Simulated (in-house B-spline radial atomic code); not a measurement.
Configurations of Ge+, with energies counted from [Ar] 3d10 4s2 4p1. Computed with a radial B-spline atomic code at the basis-set limit: Dirac-Hartree-Fock, average of configuration, Fermi nucleus of rms radius 4.0742 fm. Energies include first-order Breit, QED and recoil terms.

Occupations are held fixed; configurations that lie above the ionisation limit could autoionise.

```csv
configuration,E - E(ref) (eV),highest orbital,its <r> (bohr)
[Ar] 3d10 4s2 7s1,12.647,7s1/2,16.44
[Ar] 3d10 4s2 8s1,13.452,8s1/2,24.22
[Ar] 3d10 4s2 8g1,14.292,8g9/2,42.99
[Ar] 3d10 4s1 4p1 5g1,20.728,5g9/2,13.74
[Ar] 3d9 4s2 4p1 7s1,43.991,7s1/2,16.05
[Ar] 3d9 4s2 4p1 5f1,44.355,5f5/2,15.56
[Ar] 3d9 4s2 4p1 8s1,44.824,8s1/2,23.75
[Ar] 3d9 4s2 4p1 7f1,45.43,7f5/2,33.46
[Ar] 3d9 4s2 4p1 7g1,45.437,7g9/2,31.74
```

Question: Order these further configurations by energy, lowest first.
A. [Ar] 3d10 4s1 4p1 6d1
B. [Ar] 3d10 4s1 4p1 7d1
C. [Ar] 3d9 4s2 4p1 5s1
D. [Ar] 3d10 4s2 6g1
E. [Ar] 3d10 4s1 4p1 7f1

Answer: D (13.63 eV), A (20.661 eV), B (21.356 eV), E (21.787 eV), C (38.341 eV).

Question: How far above the reference does [Ar] 3d10 4s2 5g1 lie?

Answer: 12.965 eV; its least bound orbital is 5g9/2 with <r> = 13.75 bohr.

Question: How far above the reference does [Ar] 3d9 4s2 4p1 4f1 lie?

Answer: 43.126 eV; its least bound orbital is 4f5/2 with <r> = 8.878 bohr.

Question: How far above the reference does [Ar] 3d9 4s2 4p1 8f1 lie?

Answer: 45.692 eV; its least bound orbital is 8f5/2 with <r> = 44.66 bohr.
